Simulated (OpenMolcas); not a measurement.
Au4+ in a point-charge field

Au4+ among 4 point charges of -2 e arranged as a square (D4h), 2.1 Å from the ion.

```json
{"Program": "OpenMolcas", "Method": "SS-CASPT2, IPEA 0.25 Eh, imaginary shift 0.1 Eh (closed shells correlated: 5s 5p)", "Basis": "ANO-RCC-VDZP [7s6p4d2f]", "Scalar Hamiltonian": "DKH2, point nucleus", "Active space": "7 electrons in 5 orbitals (5d)", "State averaging": "2S+1 = 4 even, 10 roots; 2S+1 = 2 even, 40 roots", "Spin-orbit coupling": "RASSI with atomic mean-field integrals over the reference wave functions"}
```

The lowest spin-free states (labels of D4, the rotations of D4h), above the lowest:

```json
{"State": "4E", "Degeneracy": "2", "E (cm-1)": "0", "Free-ion L (%)": "F (78)"}
{"State": "4A2", "Degeneracy": "1", "E (cm-1)": "950", "Free-ion L (%)": "F (91)"}
{"State": "4B2", "Degeneracy": "1", "E (cm-1)": "5700", "Free-ion L (%)": "F (100)"}
{"State": "2E", "Degeneracy": "2", "E (cm-1)": "11510", "Free-ion L (%)": "H (55)"}
{"State": "2B2", "Degeneracy": "1", "E (cm-1)": "11660", "Free-ion L (%)": "G (41)"}
{"State": "4E", "Degeneracy": "2", "E (cm-1)": "11700", "Free-ion L (%)": "F (91)"}
{"State": "4B1", "Degeneracy": "1", "E (cm-1)": "12010", "Free-ion L (%)": "F (100)"}
{"State": "2A1", "Degeneracy": "1", "E (cm-1)": "12280", "Free-ion L (%)": "G (54)"}
{"State": "2A2", "Degeneracy": "1", "E (cm-1)": "15350", "Free-ion L (%)": "G (68)"}
{"State": "2E", "Degeneracy": "2", "E (cm-1)": "15370", "Free-ion L (%)": "H (51)"}
{"State": "2B1", "Degeneracy": "1", "E (cm-1)": "16280", "Free-ion L (%)": "G (38)"}
{"State": "2A2", "Degeneracy": "1", "E (cm-1)": "17780", "Free-ion L (%)": "P (80)"}
{"State": "2E", "Degeneracy": "2", "E (cm-1)": "18560", "Free-ion L (%)": "D (28)"}
{"State": "4E", "Degeneracy": "2", "E (cm-1)": "21110", "Free-ion L (%)": "P (69)"}
{"State": "2A1", "Degeneracy": "1", "E (cm-1)": "21860", "Free-ion L (%)": "G (89)"}
{"State": "2E", "Degeneracy": "2", "E (cm-1)": "22950", "Free-ion L (%)": "G (74)"}
{"State": "2A1", "Degeneracy": "1", "E (cm-1)": "24710", "Free-ion L (%)": "H (50)"}
{"State": "2B2", "Degeneracy": "1", "E (cm-1)": "24750", "Free-ion L (%)": "D (49)"}
{"State": "2A2", "Degeneracy": "1", "E (cm-1)": "24780", "Free-ion L (%)": "H (69)"}
{"State": "2B1", "Degeneracy": "1", "E (cm-1)": "26350", "Free-ion L (%)": "G (55)"}
```

The lowest levels with spin-orbit coupling:

```
E (cm-1)  Degeneracy  Label      2S+1               g
       0           2   E1/2  4 (83 %)  1.30 6.09 6.09
      58           2   E3/2  4 (77 %)  0.04 0.04 3.98
    2220           2   E3/2  4 (82 %)  0.67 0.67 6.80
    5820           2   E1/2  4 (71 %)  1.64 1.64 7.43
    7060           2   E1/2  4 (65 %)  1.75 1.75 8.85
    8320           2   E3/2  4 (57 %)  0.49 0.49 4.43
    9950           2   E1/2  4 (75 %)  2.90 2.90 3.44
   13940           2   E1/2  4 (68 %)  0.52 0.52 0.78
   14180           2   E3/2  4 (88 %)  3.10 3.54 3.54
   17820           2   E3/2  4 (71 %)  0.35 3.68 3.68
   19650           2   E1/2  4 (78 %)  0.84 0.84 5.48
   20540           2   E1/2  4 (54 %)  1.46 1.78 1.78
   20600           2   E3/2  2 (66 %)  1.25 1.25 1.26
   21730           2   E1/2  2 (55 %)  0.56 1.99 1.99
   22040           2   E3/2  4 (60 %)  0.57 0.57 4.68
   22670           2   E1/2  2 (55 %)  2.04 2.04 2.99
   22850           2   E3/2         2  0.37 0.37 9.64
   24180           2   E3/2  2 (79 %)  1.33 1.33 2.41
   24620           2   E1/2  2 (53 %)  1.77 1.77 2.93
   24980           2   E3/2  4 (78 %)  1.47 2.65 2.65
```

Powder χT (cm3 K/mol): 2.48 at 2 K, 2.88 at 10 K, 3.8 at 50 K, 3.82 at 100 K, 3.79 at 200 K, 3.8 at 300 K. The effective moment at 300 K is 2.828 √(χT) = 5.51 μB.

Spin-orbit coupling mixes the spin-free states strongly: the lowest level takes only 44 % from its leading state, 4A2, which lies 949 cm-1 above the lowest spin-free state. This shell can be high or low spin here, a state of another spin lies low, and with metal d orbitals alone active their balance is uncertain, so the ground spin may be wrong. Point charges give a weaker field than real ligands, and real ions of this kind are as a rule low spin; the high spin found here belongs to the model. Free-ion shares, where given, are those of the reference states; single-state CASPT2 does not remix them. Point charges carry no covalency, so the field is a model and not that of real ligands. No measured value stands beside these numbers.

The CASPT2 steps took 3.3 s on 1 thread of Arm Neoverse V2, with other jobs on the host; the integral step is not counted.
